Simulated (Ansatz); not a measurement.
A ladder of methods for CuOH (SMILES [Cu]O)

CuOH has 3 atoms, charge 0, and is taken as a singlet. As SMILES, `[Cu]O`. The shape was relaxed beforehand at r2SCAN/def2-SVP.

```
atom    x (Å)    y (Å)    z (Å)
  Cu  -1.1286   0.2720  -0.5853
   O   0.4115   0.3231   0.2610
   H   0.7171  -0.5951   0.3242
```

Quantity: the adiabatic ionisation energy (to the doublet cation, shapes relaxed at r2SCAN/def2-SVP, no zero-point term), in eV. The values are calculated.

| level | kind | program | value (eV) | CPU time (all runs) |
| --- | --- | --- | --- | --- |
| SVWN5/def2-TZVPP | LDA | Ansatz | 9.61 | 5.9 s |
| BLYP/def2-TZVPP | GGA | Ansatz | 9.16 | 16 s |
| r2SCAN/def2-TZVPP | meta-GGA | Ansatz | 9.04 | 19 s |
| CAM-B3LYP/def2-TZVPP | range-separated hybrid | Ansatz | 9.23 | 11 s |
| wB97M-V/def2-TZVPP | range-separated hybrid | Ansatz | 9.10 | 30 s |
| B2PLYP/def2-TZVPP | double hybrid | Ansatz | 9.30 | 12 s |
| RPA@PBE/def2-TZVPP | RPA | Ansatz | 9.00 | 21 s |
| MP2/def2-TZVPP | perturbation theory | Ansatz | 9.63 | 20 s |

The values span 9.00 to 9.63 eV. CPU times are rough (shared hosts, several kinds of processor): they show what a rung costs within a factor of a few.
